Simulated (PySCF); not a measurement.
CH3Cl2NSi2, SMILES Cl[Si]1(Cl)N=C[SiH2]1.

Geometry: PBE-D3(BJ)/def2-SVP. This is a generated structure with no PubChem entry under its InChIKey; it may be hypothetical.

All values below come from PBE-D3(BJ)/def2-SVP in PySCF 2.14.0.

Frequencies are harmonic and unscaled.

| mode | ν (cm⁻¹) | IR (km/mol) | moving atoms (share of kinetic energy) |
|---|---|---|---|
| 1 | 78 | 0.1 | Cl 42 %, C 23 %, Si 22 %, H 12 % |
| 2 | 110 | 0.0 | Cl 27 %, H 26 %, Si 23 %, C 16 %, N 9 % |
| 3 | 154 | 3.8 | Cl 71 %, Si 21 % |
| 4 | 191 | 2.7 | Si 49 %, Cl 26 %, N 18 % |
| 5 | 259 | 15.2 | N 49 %, H 35 %, Cl 11 % |
| 6 | 335 | 1.9 | Cl 57 %, Si 21 %, N 11 %, C 8 % |
| 7 | 440 | 10.1 | H 56 %, Cl 15 %, Si 13 %, N 12 % |
| 8 | 444 | 6.0 | Si 65 %, N 14 %, C 13 %, H 8 % |
| 9 | 523 | 111.0 | Si 34 %, H 25 %, C 15 %, Cl 15 %, N 10 % |
| 10 | 560 | 1.8 | H 90 % |
| 11 | 602 | 125.0 | Si 66 %, Cl 26 % |
| 12 | 626 | 61.6 | Si 40 %, H 34 %, C 17 % |
| 13 | 724 | 22.9 | N 42 %, Si 22 %, H 19 %, C 16 % |
| 14 | 732 | 133.7 | H 32 %, Si 31 %, C 19 %, N 17 % |
| 15 | 864 | 38.4 | H 71 %, C 27 % |
| 16 | 894 | 68.6 | H 91 % |
| 17 | 1238 | 13.3 | H 81 %, C 12 % |
| 18 | 1529 | 34.9 | C 52 %, N 46 % |
| 19 | 2137 | 87.5 | H 98 % |
| 20 | 2159 | 72.2 | H 96 % |
| 21 | 2954 | 41.1 | H 92 %, C 8 % |
